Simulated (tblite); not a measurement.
Isomers of C6H9F3O. Method: GFN2-xTB as coded in tblite; computed harmonic values from a numerical Hessian at the method's own geometry, unscaled. Errors from tens to a few hundred cm⁻¹ against measured bands are possible. One conformer each.

Electronic energies: GFN2-xTB at the same geometries; isomer energies are rough at this level and their order can be wrong.

| SMILES | electronic energy, lowest = 0 (kJ/mol) |
| --- | --- |
| C=C[C@](C)(OCF)C(F)F | 7.5 |
| C=C(C)[C@H](OCF)C(F)F | 0.0 |
| C/C=C\[C@H](OCF)C(F)F | 10.8 |

Task: How do GFN2-xTB zero-point energies change the relative energies?

Result: 
```json
{"SMILES": "C=C(C)[C@H](OCF)C(F)F", "ZPE (kJ/mol)": "373.0", "of it from modes above 1550 cm⁻¹": "171.8", "electronic (kJ/mol)": "0.0", "with ZPE, lowest = 0 (kJ/mol)": "0.0", "lowest mode (cm⁻¹)": "44", "rings": "0"}
{"SMILES": "C=C[C@](C)(OCF)C(F)F", "ZPE (kJ/mol)": "372.4", "of it from modes above 1550 cm⁻¹": "173.3", "electronic (kJ/mol)": "7.5", "with ZPE, lowest = 0 (kJ/mol)": "6.9", "lowest mode (cm⁻¹)": "54", "rings": "0"}
{"SMILES": "C/C=C\\[C@H](OCF)C(F)F", "ZPE (kJ/mol)": "373.2", "of it from modes above 1550 cm⁻¹": "171.5", "electronic (kJ/mol)": "10.8", "with ZPE, lowest = 0 (kJ/mol)": "11.0", "lowest mode (cm⁻¹)": "21", "rings": "0"}
```

The zero-point energies span 0.8 kJ/mol, from `C=C[C@](C)(OCF)C(F)F` to `C/C=C\[C@H](OCF)C(F)F`. The order is unchanged.
